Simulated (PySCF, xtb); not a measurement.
C2H8N2Si2, SMILES [SiH2]1C(C)=N[Si@H]1N. Other conformers were not sampled.

Harmonic wavenumbers (cm⁻¹) from GFN2-xTB run with xtb at its own minimum, in rising order: 87, 118, 127, 157, 244, 275, 285, 372, 400, 424, 499, 532, 552, 566, 628, 658, 775, 792, 835, 897, 977, 1003, 1185, 1371, 1458, 1462, 1527, 1599, 2184, 2200, 2250, 2997, 3008, 3023, 3465, 3498.

### Question
What does PBE-D3(BJ)/def2-SVP in PySCF give at its own minimum? (Estimate from the structure and the level; the computed values follow.)

### Answer
77, 143, 146, 239, 260, 285, 302, 353, 392, 410, 477, 530, 608, 626, 684, 725, 770, 856, 885, 900, 957, 964, 1138, 1311, 1375, 1389, 1487, 1562, 2099, 2118, 2168, 2957, 3039, 3076, 3495, 3595. Paired by order, the mean absolute difference is 42 cm⁻¹ and the zero-point energies are 60.7 and 60.6 kcal/mol.
